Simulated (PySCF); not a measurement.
C$_{4}$H$_{5}$ (SMILES [CH]=C1CC1), doublet (typed; the unrestricted solution is spin-contaminated), geometry from GFN2-xTB. Base run: CCSD(T)/3-21G run with PySCF.

Input for PySCF:
```python
from pyscf import gto, scf, cc

mol = gto.Mole()
mol.atom = '''
    C    -0.00416143    0.00641022    0.41862519
    C    -0.00209261   -0.80382943   -0.82333579
    C     0.01842575    0.69136568   -0.93155815
    C    -0.01651474    0.03981632    1.67974132
    H    -0.91334012   -1.32667342   -1.07822748
    H     0.90024908   -1.35023006   -1.05983839
    H     0.93730161    1.18394500   -1.21299360
    H    -0.88145279    1.20756873   -1.23143505
    H    -0.01669960    0.68281303    2.52165902
'''
mol.basis = '3-21g'
mol.spin = 1
mol.verbose = 4
mol.build()

mf = scf.UHF(mol)
mf.kernel()

mycc = cc.CCSD(mf)
mycc.kernel()
et = mycc.ccsd_t()
print('E(CCSD(T)) = %.10f' % (mycc.e_tot + et))
```

Each row names what was changed in the base input (with any setting that the change needs).

```json
[
 {"change": "base", "ΔE vs base (mEh)": "0.000", "MP2 correlation (Eh)": "-0.32884", "CC correlation without the perturbative part (Eh)": "-0.37605", "basis functions": "46", "core-seconds (rough)": "20"},
 {"change": "method = cisd", "ΔE vs base (mEh)": "59.017", "MP2 correlation (Eh)": "-", "CC correlation without the perturbative part (Eh)": "-", "basis functions": "46", "core-seconds (rough)": "3"},
 {"change": "cc.diis_space = 10", "ΔE vs base (mEh)": "0.000", "MP2 correlation (Eh)": "-0.32884", "CC correlation without the perturbative part (Eh)": "-0.37605", "basis functions": "46", "core-seconds (rough)": "10"},
 {"change": "method = mp2", "ΔE vs base (mEh)": "58.836", "MP2 correlation (Eh)": "-0.32884", "CC correlation without the perturbative part (Eh)": "-", "basis functions": "46", "core-seconds (rough)": "0.5"},
 {"change": "cc.level_shift = 0.2", "ΔE vs base (mEh)": "0.000", "MP2 correlation (Eh)": "-0.32884", "CC correlation without the perturbative part (Eh)": "-0.37605", "basis functions": "46", "core-seconds (rough)": "10"},
 {"change": "cc.diis_space = 3", "ΔE vs base (mEh)": "0.000", "MP2 correlation (Eh)": "-0.32884", "CC correlation without the perturbative part (Eh)": "-0.37605", "basis functions": "46", "core-seconds (rough)": "10"},
 {"change": "cc.direct = True", "ΔE vs base (mEh)": "0.000", "MP2 correlation (Eh)": "-0.32884", "CC correlation without the perturbative part (Eh)": "-0.37605", "basis functions": "46", "core-seconds (rough)": "30"},
 {"change": "frozen = 5", "ΔE vs base (mEh)": "[?]", "MP2 correlation (Eh)": "[?]", "CC correlation without the perturbative part (Eh)": "[?]", "basis functions": "46", "core-seconds (rough)": "5"},
 {"change": "cc.conv_tol = 1e-5", "ΔE vs base (mEh)": "0.000", "MP2 correlation (Eh)": "-0.32884", "CC correlation without the perturbative part (Eh)": "-0.37605", "basis functions": "46", "core-seconds (rough)": "10"},
 {"change": "density fitting = JK and correlation", "ΔE vs base (mEh)": "0.041", "MP2 correlation (Eh)": "-0.32875", "CC correlation without the perturbative part (Eh)": "-0.37604", "basis functions": "46", "core-seconds (rough)": "20"}
]
```

Fill in the missing entries.


- frozen = 5, ΔE vs base (mEh): 52.692
- frozen = 5, MP2 correlation (Eh): -0.28240
- frozen = 5, CC correlation without the perturbative part (Eh): -0.32461

Open shells are given as the SCF converged; they aren't shown to be the lowest states, and a large step between rows can be another state.
